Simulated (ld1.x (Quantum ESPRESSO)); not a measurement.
Logarithmic derivatives: Ta, TM

| Item | Value |
| --- | --- |
| Element | tantalum |
| Generator | ld1.x (Quantum ESPRESSO) 7.5 |
| Type | norm-conserving Troullier–Martins (Kleinman–Bylander form) |
| Functional | PBE |
| Relativity | scalar-relativistic |
| Frozen core | [Kr] 4d10 4f14 |
| Valence charge | 13 |
| Reference configuration | 5s2 5p6 5d3 6s2 6p0 |
| Partial waves | 5p (bound): rc 2.10 bohr; 5d (bound): rc 1.65 bohr; 5s (bound): rc 1.75 bohr |
| Local potential | the s channel |
| Core correction | none |

Occupied shells without a wave of their own: 6s. They enter only through the test configuration that unscreens the potential.

The phase is arctan(r·u′/u) with u = r·R(r), unwrapped; energies in Ry, scanned from -7 to 5 Ry. A pole is an energy at which the radial function vanishes at the test radius. The pseudo phase is shifted by a multiple of π to meet the all-electron one at the reference energy, and phase errors are pseudo minus all-electron; the curves can meet again beyond the range given. Levels narrower than the energy grid can be missing from the lists of poles.

| channel | radius (bohr) | reference energy (Ry) | poles, all-electron | poles, pseudo | unbroken range about the reference energy with phases within 0.05 rad | phase error 1 Ry above the reference energy (rad) |
| --- | --- | --- | --- | --- | --- | --- |
| s | 2.29 | -5.37 | -5.25, 4.58 | -5.25, 2.38 | below -1.7 | -0.003 |
| p | 2.29 | -2.90 | -2.57 | -2.57 | below 1.4 | -0.001 |
| d | 2.29 | -0.26 | 1.03 | 1.03 | below 4.7 | -0.000 |

The potential misses its own reference levels by up to 1.6 eV, so it is not fit for use.

Phases in the d channel:

```json
{"E (Ry)": "-7.00", "all-electron": "1.401", "pseudo": "1.401"}
{"E (Ry)": "-6.74", "all-electron": "1.397", "pseudo": "1.397"}
{"E (Ry)": "-6.48", "all-electron": "1.393", "pseudo": "1.393"}
{"E (Ry)": "-6.22", "all-electron": "1.389", "pseudo": "1.389"}
{"E (Ry)": "-5.96", "all-electron": "1.385", "pseudo": "1.385"}
{"E (Ry)": "-5.70", "all-electron": "1.380", "pseudo": "1.380"}
{"E (Ry)": "-5.44", "all-electron": "1.375", "pseudo": "1.375"}
{"E (Ry)": "-5.18", "all-electron": "1.369", "pseudo": "1.369"}
{"E (Ry)": "-4.92", "all-electron": "1.363", "pseudo": "1.363"}
{"E (Ry)": "-4.66", "all-electron": "1.357", "pseudo": "1.357"}
{"E (Ry)": "-4.40", "all-electron": "1.349", "pseudo": "1.349"}
{"E (Ry)": "-4.14", "all-electron": "1.341", "pseudo": "1.341"}
{"E (Ry)": "-3.88", "all-electron": "1.332", "pseudo": "1.332"}
{"E (Ry)": "-3.62", "all-electron": "1.322", "pseudo": "1.321"}
{"E (Ry)": "-3.36", "all-electron": "1.310", "pseudo": "1.310"}
{"E (Ry)": "-3.10", "all-electron": "1.296", "pseudo": "1.296"}
{"E (Ry)": "-2.84", "all-electron": "1.279", "pseudo": "1.279"}
{"E (Ry)": "-2.58", "all-electron": "1.259", "pseudo": "1.259"}
{"E (Ry)": "-2.32", "all-electron": "1.234", "pseudo": "1.234"}
{"E (Ry)": "-2.06", "all-electron": "1.202", "pseudo": "1.202"}
{"E (Ry)": "-1.80", "all-electron": "1.160", "pseudo": "1.160"}
{"E (Ry)": "-1.54", "all-electron": "1.100", "pseudo": "1.100"}
{"E (Ry)": "-1.28", "all-electron": "1.009", "pseudo": "1.009"}
{"E (Ry)": "-1.02", "all-electron": "0.855", "pseudo": "0.854"}
{"E (Ry)": "-0.76", "all-electron": "0.555", "pseudo": "0.555"}
{"E (Ry)": "-0.50", "all-electron": "-0.042", "pseudo": "-0.042"}
{"E (Ry)": "-0.24", "all-electron": "-0.742", "pseudo": "-0.742"}
{"E (Ry)": "0.02", "all-electron": "-1.138", "pseudo": "-1.138"}
{"E (Ry)": "0.28", "all-electron": "-1.335", "pseudo": "-1.335"}
{"E (Ry)": "0.54", "all-electron": "-1.448", "pseudo": "-1.448"}
{"E (Ry)": "0.80", "all-electron": "-1.522", "pseudo": "-1.522"}
{"E (Ry)": "1.06", "all-electron": "-1.575", "pseudo": "-1.576"}
{"E (Ry)": "1.32", "all-electron": "-1.618", "pseudo": "-1.618"}
{"E (Ry)": "1.58", "all-electron": "-1.653", "pseudo": "-1.654"}
{"E (Ry)": "1.84", "all-electron": "-1.686", "pseudo": "-1.687"}
{"E (Ry)": "2.10", "all-electron": "-1.717", "pseudo": "-1.718"}
{"E (Ry)": "2.36", "all-electron": "-1.748", "pseudo": "-1.750"}
{"E (Ry)": "2.62", "all-electron": "-1.780", "pseudo": "-1.783"}
{"E (Ry)": "2.88", "all-electron": "-1.816", "pseudo": "-1.819"}
{"E (Ry)": "3.14", "all-electron": "-1.858", "pseudo": "-1.862"}
{"E (Ry)": "3.40", "all-electron": "-1.908", "pseudo": "-1.914"}
{"E (Ry)": "3.66", "all-electron": "-1.972", "pseudo": "-1.980"}
{"E (Ry)": "3.92", "all-electron": "-2.058", "pseudo": "-2.070"}
{"E (Ry)": "4.18", "all-electron": "-2.179", "pseudo": "-2.197"}
{"E (Ry)": "4.44", "all-electron": "-2.360", "pseudo": "-2.390"}
{"E (Ry)": "4.70", "all-electron": "-2.643", "pseudo": "-2.692"}
{"E (Ry)": "4.96", "all-electron": "-3.053", "pseudo": "-3.119"}
```
